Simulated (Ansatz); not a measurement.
Input file for Ansatz (a quantum-chemistry and plane-wave program): R-wB97X-V/def2-TZVPP on C6H14 (SMILES CCCCCC).

Ansatz 0.2 input:
```yaml
crystal:
  periodic: [false, false, false]
  atoms:
    - {symbol: C, position_ang: [-3.20603308, 0.13038701, 0.23586831]}
    - {symbol: C, position_ang: [-1.88434848, -0.10268772, -0.49047332]}
    - {symbol: C, position_ang: [-0.66371055, 0.11952673, 0.39922426]}
    - {symbol: C, position_ang: [0.66381618, -0.11542573, -0.31564548]}
    - {symbol: C, position_ang: [1.88441903, 0.10683386, 0.57409670]}
    - {symbol: C, position_ang: [3.20591634, -0.13622379, -0.14930530]}
    - {symbol: H, position_ang: [-3.30877271, -0.54395810, 1.08963194]}
    - {symbol: H, position_ang: [-3.27056446, 1.15328299, 0.61497330]}
    - {symbol: H, position_ang: [-4.06046010, -0.03472828, -0.42325606]}
    - {symbol: H, position_ang: [-1.82131372, 0.56109242, -1.35904759]}
    - {symbol: H, position_ang: [-1.85889783, -1.12321477, -0.88656519]}
    - {symbol: H, position_ang: [-0.68664046, 1.14168223, 0.79409593]}
    - {symbol: H, position_ang: [-0.72760350, -0.54219124, 1.27060175]}
    - {symbol: H, position_ang: [0.68657665, -1.13781153, -0.70993321]}
    - {symbol: H, position_ang: [0.72787353, 0.54578840, -1.18739338]}
    - {symbol: H, position_ang: [1.86284354, 1.12966021, 0.96442690]}
    - {symbol: H, position_ang: [1.81761147, -0.55178659, 1.44631565]}
    - {symbol: H, position_ang: [3.26684224, -1.16206189, -0.52099966]}
    - {symbol: H, position_ang: [3.31213932, 0.53157734, -1.00776870]}
    - {symbol: H, position_ang: [4.06030655, 0.03025845, 0.50952714]}
basis:
  gaussian:
    orbitals: def2-TZVPP
hamiltonian:
  xc: {name: wB97X-V}
scf: {lower_state_search: off}
```

Question: Predict the final total energy.

Answer: -237.1020 hartree.

Question: How many basis functions does it have, and what does it roughly cost on one machine?

Answer: 382 functions; around 30 core-seconds (rough).
